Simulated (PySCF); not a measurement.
## One molecule, a ladder of functionals, a line

Molecule: `InChI=1S/C3H7BSi/c1-2-3-5-4/h3H,1,4-5H2`.

Structure with atom numbers: `[BH2:1][SiH2:2][CH:3]=[C:4]=[CH2:5]`. Each H is labelled by its parent atom.

GIAO shieldings (ppm, equivalent atoms averaged) in PySCF on the PBE0-D3(BJ)/def2-SVP geometry, basis pcSseg-2, gas phase, non-relativistic:

```csv
functional,exact exchange (%),σ(B1),σ(Si2)
BLYP,0,-21.1,379.7
BP86,0,-18.4,391.4
PBE,0,-21.8,393.0
B3LYP,20,-16.4,393.0
PBE0,25,-14.6,409.0
BHandHLYP,50,-7.5,411.5
HF,100,12.4,444.3
```

(1) Fit each shielding as a line in the percentage of exact exchange.

(2) What does the line predict for mPW1PW91 (25 %), and what does the run give?

Answers

(1) σ(B1) = -21.5 + 0.32 x (rms 1.7 ppm); σ(Si2) = 387.7 + 0.55 x (rms 5.5 ppm). The functionals also differ in their semilocal parts, which the line can't hold; Hartree–Fock has no correlation at all.

(2) σ(B1): -13.5 predicted, -13.1 computed; σ(Si2): 401.4 predicted, 407.4 computed ppm.
